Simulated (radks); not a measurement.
Results of a calculation; reference values are marked as such.
Ionisation of the tellurium ion Te41+, [Ne] 3s1, to Te42+, [Ne], under several functionals. Scalar-relativistic Kohn-Sham, spin-polarised, spherical densities, finite nucleus; open shells are filled with parallel spins first (spin-orbit coupling, left out, can overturn this in heavy ions); a radial shooting solver on a logarithmic mesh with Libxc functionals. The NIST Atomic Spectra Database gives 3041.0 eV (semi-empirical). Rank these functionals by the error of their Delta-SCF ionisation energy: TASK exchange with Perdew-Wang LDA correlation; exchange-only B88; PBE; LDA (Slater exchange, VWN5 correlation); HCTH/407; MS2 meta-GGA; Wu-Cohen GGA; LDA (Slater exchange, Perdew-Zunger correlation).

Answer. From best to worst: HCTH/407 3044.9 eV (+3.9); LDA (Slater exchange, Perdew-Zunger correlation) 3046.2 eV (+5.2); LDA (Slater exchange, VWN5 correlation) 3046.2 eV (+5.2); MS2 meta-GGA 3046.3 eV (+5.3); exchange-only B88 3047.7 eV (+6.7); Wu-Cohen GGA 3047.9 eV (+6.9); PBE 3049.0 eV (+8.0); TASK exchange with Perdew-Wang LDA correlation 3031.0 eV (-10.0).
